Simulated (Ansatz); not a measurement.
Molecule: sum formula SnCl₂F₂, net charge 0, singlet state. 
Geometry from a B3LYP-D3(BJ)/def2-TZVP (Ansatz, a program for electronic structure) optimisation:
```xyz
5

F     -0.0993    -1.4702    -1.4059
Sn    -0.0148    -0.2112     0.0159
F     -0.0905    -1.2442     1.6099
Cl    -1.8461     1.1629    -0.0818
Cl     1.9900     0.8954    -0.0729
```
Charge 0, spin multiplicity 1.

Property: vertical triplet-singlet gap (E(triplet) - E(singlet); each state is the SCF solution reached for its spin), in kJ/mol. Cores are frozen in the correlated levels unless marked. UHF or UKS for open shells. No spin-orbit coupling. Frozen are the shells of the preceding noble gas and the d and f shells that filled before the atom's block. Past Kr the def2 sets carry scalar-relativistic core potentials. CBS marks a two-point X^-3 extrapolation of the correlation energy; Hartree-Fock from the larger set.

| level | program | vertical triplet-singlet gap (kJ/mol) | minus last row |
|---|---|---|---|
| HF/def2-TZVPPD | Ansatz | 531.2 | -49.1 |
| HF/def2-QZVPPD | Ansatz | 532.6 | -47.7 |
| wB97M-V/def2-TZVPD | Ansatz | 532.1 | -48.2 |
| MP2/CBS(def2-TZVPPD,def2-QZVPPD) | Ansatz | 599.8 | 19.5 |
| SCS-MP2/def2-TZVPPD | Ansatz | 594.0 | 13.7 |
| SCS-MP2/def2-QZVPPD | Ansatz | 600.7 | 20.4 |
| CCSD(T)/CBS(def2-TZVPPD,def2-QZVPPD) | Ansatz | 580.3 | 0.0 |
